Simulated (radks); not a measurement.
Task: The magnesium ion Mg+, [Ne] 3s1. All-electron calculation, non-relativistic Kohn-Sham, exchange-only B88, spin-polarised, spherical densities, point nucleus. Program: a radial shooting solver on a logarithmic mesh with Libxc functionals. Every spin shell is full or empty, so the densities are truly spherical. Functionals are evaluated on that one density, not self-consistently. Rank these orbital-free kinetic functionals by their error against the exact value of the orbitals, and give that value: Thomas-Fermi, von Weizsacker, TF + vW, TF + vW/5, LC94, APBEK, revAPBEK, Thakkar, Pearson, LKT, PG1, Ernzerhof.

Result: Exact: 199.384 hartree. From best to worst, with 100 (|E| - |E exact|)/|E exact| (equal figures are ties): Thakkar -0.05, LC94 +0.06, APBEK +0.19, Ernzerhof +0.23, revAPBEK +0.62, Pearson -2.01, TF + vW/5 +5.33, Thomas-Fermi -7.94, PG1 +27.96, von Weizsacker -33.62, LKT +34.20, TF + vW +58.44.
